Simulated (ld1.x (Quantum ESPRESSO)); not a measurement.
Building the PAW potential for Te (LDA (PZ), scalar-relativistic).

ld1.x (Quantum ESPRESSO) 7.5 input, shortened:

```
&input
   title='Te', zed=52., rel=1, dft='PZ', iswitch=3,
   config='[Kr] 4d10 5s2 5p3 5d-2'
 /
 &inputp
   pseudotype=3, lpaw=.true., tm=.true., lloc=-1, rcloc=1.70,
   nlcc=.true., new_core_ps=.true., rcore=1.40,
   which_augfun='PSQ', rmatch_augfun_nc=.true.
 /
5
5S  1  0   2.00   0.00  1.75  2.10  0.0
5S  1  0   0.00  -0.55  1.75  2.10  0.0
5P  2  1   3.00   0.00  1.65  2.10  0.0
5P  2  1   0.00   0.50  1.65  2.10  0.0
5D  3  2  -2.00   0.15  1.80  2.30  0.0
 &test
   configts(1)='5s2 5p3'
 /
```

All-electron outer shells of the reference configuration (LDA (PZ), scalar-relativistic, ld1.x):

| shell | level (eV) | outermost node (bohr) | outermost maximum (bohr) |
| --- | --- | --- | --- |
| 5s | -23.74 | 0.91 | 1.77 |
| 5p | -13.90 | 1.00 | 2.09 |

What the tests gave:

```json
{
 "Cutoffs needed": "6 Ry and 15 Ry (the cutoffs (Ry, on a coarse ladder) from which the occupation-weighted sum of valence levels, in a spherical-Bessel basis at the reference potential, stays within 10 and 1 mRy of its value at 400 Ry)",
 "Ghost test": "no extra level below or beside the all-electron valence levels (s, p, d, f tested) (spherical-Bessel basis up to 400 Ry, 20 bohr box)",
 "Largest excitation error": "-187 meV (all-electron minus pseudo) for 5s2 5p0, out of 7 test configurations",
 "Lowest eigenvalue of the overlap operator": "0.29 (s channel)",
 "Density cutoff estimated by the generator": "120 Ry"
}
```

Generation and tests took about 4.2 s on one core of a shared server CPU.
